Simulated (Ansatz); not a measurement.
Born–Oppenheimer molecular dynamics of CH₈AlOPSi (13 atoms, charge 0, multiplicity 1). It starts from a relaxed structure.

Computed with RKS PBE-D4/STO-3G (Ansatz).

| Quantity | Value |
| --- | --- |
| ensemble | NVE (velocity Verlet) |
| time step | 0.25 fs |
| steps asked | 533 |
| starting velocities drawn for | 50 K |
| seed | 586999 |

First frame:

```xyz
13
Properties=species:S:1:pos:R:3
O -1.961 0.618 -0.230
C -0.889 -0.396 -0.427
Al -0.346 -1.105 1.309
Si 0.736 0.307 -1.169
P 1.951 1.073 0.554
H -2.184 0.895 -1.209
H -1.242 -1.219 -1.101
H 0.498 -2.361 1.298
H -0.880 -0.511 2.593
H 1.504 -0.735 -1.842
H 0.524 1.390 -2.124
H 1.397 0.045 1.413
H 0.913 1.965 0.949
```

Question: How far do the bonds stretch over the last three quarters of this one trajectory? (Pairs bonded in most of those frames.)

Answer: 
```tsv
bond	mean (Å)	spread (Å)	shortest	longest
O1–C2	1.489	0.005	1.48	1.50
O1–H6	1.042	0.005	1.03	1.05
C2–Al3	1.953	0.004	1.94	1.96
C2–Si4	1.921	0.007	1.90	1.93
C2–H7	1.121	0.006	1.11	1.13
Al3–H8	1.514	0.007	1.50	1.52
Al3–H9	1.512	0.006	1.50	1.52
Si4–P5	2.244	0.007	2.23	2.25
Si4–H10	1.459	0.004	1.45	1.47
Si4–H11	1.460	0.003	1.45	1.47
P5–H12	1.449	0.010	1.43	1.47
P5–H13	1.425	0.008	1.41	1.44
```

Mean temperature of the second half: 24 K. The conserved energy stayed within 0.0046 meV per atom of its start (net change 0.0032 meV per atom), so the integration is sound. Over the second half the temperature averaged 0.49 of the 50 K drawn at the start: a run that starts near a minimum puts about half its kinetic energy into the potential. A run of 0.13 ps of so small a system gives no equilibrium averages. Limits of this set-up: minimal basis.

Run time: 20 min on 1 thread of Arm Neoverse V1, with other jobs on the host, peak memory 0.086 GiB.
